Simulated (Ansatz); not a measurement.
Species: SnF$_{2}$, charge -1, multiplicity 2. 
Structure (B3LYP-D3(BJ)/def2-TZVP (Ansatz, a first-principles code) minimum search):
```
Sn
F 1 2.0373
F 1 2.0373 2 95.67
```
Charge -1, spin multiplicity 2.

Basis-set convergence of Hartree-Fock and CCSD correlation energies (hartree) with Ansatz. Cores are frozen in the correlated levels unless marked. UHF or UKS for open shells. No spin-orbit coupling. The frozen core is the preceding noble-gas configuration, with the filled d and f shells of earlier blocks. Past Kr the def2 sets carry scalar-relativistic core potentials.

| basis | functions | E(HF) | E(corr, CCSD) |
|---|---|---|---|
| def2-SVPD | 78 | -412.18814 | -0.48531 |
| def2-TZVPPD | 136 | [?] | [?] |

**Question.** Complete the blanks.

**Answer.** 
- def2-TZVPPD, E(HF): -412.43391
- def2-TZVPPD, E(corr, CCSD): -0.60779
